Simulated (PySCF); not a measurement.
**Two-component Hartree-Fock for Cu(2+) (copper, charge +2)**

Start: [Ar] 3d9; 3d3/2 filled at m_j = -1/2, +1/2, +3/2; 3d5/2 filled at m_j = -5/2, -3/2, -1/2, +1/2, +3/2, +5/2. Calculated with PySCF 2.14 in x2c-SVPall-2c (5s5p3d1f, 42 functions): generalised Hartree-Fock with the X2C-1e Hamiltonian and a Gaussian nucleus; one run each with spin-orbit coupling (SO) screened by Boettger's factors, then bare. This is a chosen level, not necessarily the ground level.

```csv
spinor shell,electrons,"ε, screened SO (eV)","ε, bare SO (eV)",weight of nominal j (bare SO),"rms radius, bare SO (bohr)"
1s1/2,2,-9072.4,-9072.4,1.000,0.0602
2s1/2,2,-1160.9,-1160.9,1.000,0.254
2p1/2,2,-1015.7,-1016.8,1.000,0.226
3s1/2,2,-167.09,-167.10,1.000,0.765
3p1/2,2,-118.59,-118.72,0.918,0.811
3p3/2,4,-117.85,-117.81,0.959,0.818
3d3/2,3,-39.857,-39.908,0.666,1.03
3d5/2,6,-40.143,-40.114,0.833,1.03
```

Question: Where does 2p3/2 lie, and what is the 2p spin-orbit splitting (bare SO)?

Answer: At -994.78 eV, 21.979 eV above 2p1/2.

| quantity | screened SO | bare SO |
| --- | --- | --- |
| E (hartree) | -1651.99657 | -1651.99807 |
| M_J | 3/2 | 3/2 |
| ⟨J²⟩ | 3.759 | 3.755 |
| ⟨L²⟩ | 6.004 | 6.004 |
| ⟨S²⟩ | 0.752 | 0.752 |

Each row is a mean over spinors that exchange with the open shell spreads, by up to 6.501 eV (3p1/2).

Rows whose weight is well below 1 are mixtures of j = l ± 1/2: exchange outweighs spin-orbit coupling there, and the label is only the starting occupation.
